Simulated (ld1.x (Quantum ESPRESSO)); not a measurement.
**u(r) = r·R(r): atom against pseudo-atom (strontium)**

Columns: radius, all-electron u(r) and pseudo u(r) of the 4s shell (level -40.90 eV) of strontium in the configuration [Ar] 3d10 4s2 4p6 4d0 5s2 5p0; PBE, scalar-relativistic, TM semilocal scheme, ld1.x (Quantum ESPRESSO) 7.5.

```json
{"r (bohr)": "0.128", "all-electron": "-0.3137", "pseudo": "-0.0559"}
{"r (bohr)": "0.255", "all-electron": "0.2633", "pseudo": "-0.1197"}
{"r (bohr)": "0.382", "all-electron": "0.5082", "pseudo": "-0.2012"}
{"r (bohr)": "0.510", "all-electron": "0.2634", "pseudo": "-0.3106"}
{"r (bohr)": "0.638", "all-electron": "-0.1448", "pseudo": "-0.4530"}
{"r (bohr)": "0.765", "all-electron": "-0.5119", "pseudo": "-0.6204"}
{"r (bohr)": "0.893", "all-electron": "-0.7742", "pseudo": "-0.7894"}
{"r (bohr)": "1.020", "all-electron": "-0.9238", "pseudo": "-0.9184"}
{"r (bohr)": "1.148", "all-electron": "-0.9831", "pseudo": "-0.9806"}
{"r (bohr)": "1.275", "all-electron": "-0.9750", "pseudo": "-0.9749"}
{"r (bohr)": "1.402", "all-electron": "-0.9234", "pseudo": "-0.9234"}
{"r (bohr)": "1.530", "all-electron": "-0.8456", "pseudo": "-0.8456"}
{"r (bohr)": "1.658", "all-electron": "-0.7556", "pseudo": "-0.7556"}
{"r (bohr)": "1.785", "all-electron": "-0.6636", "pseudo": "-0.6636"}
{"r (bohr)": "1.912", "all-electron": "-0.5745", "pseudo": "-0.5745"}
{"r (bohr)": "2.040", "all-electron": "-0.4913", "pseudo": "-0.4913"}
{"r (bohr)": "2.168", "all-electron": "-0.4164", "pseudo": "-0.4164"}
{"r (bohr)": "2.295", "all-electron": "-0.3509", "pseudo": "-0.3509"}
{"r (bohr)": "2.422", "all-electron": "-0.2940", "pseudo": "-0.2940"}
{"r (bohr)": "2.550", "all-electron": "-0.2447", "pseudo": "-0.2447"}
{"r (bohr)": "2.678", "all-electron": "-0.2029", "pseudo": "-0.2029"}
{"r (bohr)": "2.805", "all-electron": "-0.1679", "pseudo": "-0.1679"}
{"r (bohr)": "2.932", "all-electron": "-0.1386", "pseudo": "-0.1386"}
{"r (bohr)": "3.060", "all-electron": "-0.1140", "pseudo": "-0.1140"}
{"r (bohr)": "3.188", "all-electron": "-0.0936", "pseudo": "-0.0936"}
{"r (bohr)": "3.315", "all-electron": "-0.0768", "pseudo": "-0.0768"}
```

(1) How many radial nodes do the two functions have?

(2) At about which radius was the pseudo-wave matched?

(3) Where does each function peak?

(4) Is the pseudo-wave norm-conserving?

Answers

(1) The all-electron 4s function has n − l − 1 = 3 (the table is too coarse to show those close to the nucleus); the pseudo-wave has 0, since the states of the same l below it are removed with the core.

(2) 1.40 bohr, where the columns begin to agree (steps of 0.13 bohr).

(3) Outermost all-electron maximum near 1.15 bohr, pseudo maximum near 1.15 bohr (to the table’s step).

(4) Yes: the TM semilocal scheme keeps the norm inside the radius equal to the all-electron one, which fixes the energy derivative of the logarithmic derivative at the level.
